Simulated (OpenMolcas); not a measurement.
Au3+ among 3 point charges of -2.5 e arranged as a planar triangle (D3h).

| Item | Value |
| --- | --- |
| Program | OpenMolcas |
| Method | CASSCF |
| Basis | ANO-RCC-VDZP [7s6p4d2f] |
| Scalar Hamiltonian | DKH2, point nucleus |
| Active space | 8 electrons in 5 orbitals (5d) |
| State averaging | 2S+1 = 3 even, 10 roots; 2S+1 = 1 even, 15 roots |
| Spin-orbit coupling | state interaction with AMFI integrals over the reference wave functions |

All point charges move together. At R = 1.83 Å the first state of the same spin is 9669 cm-1, and at R = 1.91 Å it is 7486 cm-1.

**Question.** A third run gives 15378 cm-1. What distance was it run at?

**Answer.** With a power law R^-n the two known points give n = -ln(7486 / 9669) / ln(1.91 / 1.83) = 5.98. Then R = 1.83 × (9669 / 15378)^(1/5.98) = 1.693 Å. The run was at 1.67 Å, so the estimate is off by +0.023 Å.

Without dynamic correlation the repulsion within the d shell is too large (B by tens of per cent), so at a given field states of lower spin stand too high. Real 4d8 and 5d8 ions are as a rule square planar and diamagnetic. Point charges carry no covalency, so the field is a model and not that of real ligands. No measured value stands beside these numbers.
